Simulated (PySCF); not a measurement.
Al(Me)2(SiH3) (C₂H₉AlSi), SMILES [SiH3][Al]([CH3])[CH3].

Geometry: ωB97X-D3(BJ)/def2-SVP. The structure was generated by enumeration; whether it is a known compound was not checked.

Calculation: ωB97X-D3(BJ)/def2-SVP run with PySCF.

Frequencies are harmonic and unscaled.

A small imaginary wavenumber (i) marks a very flat motion, where grid noise or a shallow saddle decides the sign.

```
mode  ν (cm⁻¹)  IR (km/mol)  moving atoms (share of kinetic energy)
----  --------  -----------  --------------------------------------
1          10i          0.1                                  H 94 %
2           22          0.0                                  H 97 %
3           26          0.0                                  H 97 %
4          109          4.6        C 35 %, H 33 %, Al 17 %, Si 15 %
5          156         10.5                 Al 45 %, H 36 %, C 16 %
6          163          6.6        C 39 %, H 37 %, Al 12 %, Si 12 %
7          374          7.0        Si 42 %, Al 25 %, C 17 %, H 16 %
8          411          9.4                         H 85 %, Si 10 %
9          447          6.5                         H 85 %, Si 12 %
10         534          0.6                          H 83 %, C 15 %
11         591         18.9                 C 51 %, H 29 %, Al 19 %
12         634          0.2                          H 74 %, C 23 %
13         667         49.0                 H 66 %, C 20 %, Al 13 %
14         707         74.8                 Al 44 %, C 31 %, H 24 %
15         743        267.0                 H 63 %, C 22 %, Al 15 %
16         892        148.1                          H 89 %, Si 9 %
17         954         45.2                                  H 98 %
18         957         43.8                                  H 98 %
19        1229         52.3                          H 78 %, C 22 %
20        1231         10.6                          H 80 %, C 20 %
21        1429          1.1                                  H 95 %
22        1432          0.5                                  H 96 %
23        1436          5.2                                  H 95 %
24        1438          3.9                                  H 95 %
25        2204        101.2                                  H 97 %
26        2213        106.5                                  H 97 %
27        2219        119.8                                  H 96 %
28        3044          4.5                                  H 97 %
29        3046          3.9                                  H 97 %
30        3131          3.2                           H 91 %, C 9 %
31        3131         10.0                           H 91 %, C 9 %
32        3157          5.9                           H 91 %, C 9 %
33        3158          9.4                           H 91 %, C 9 %
```
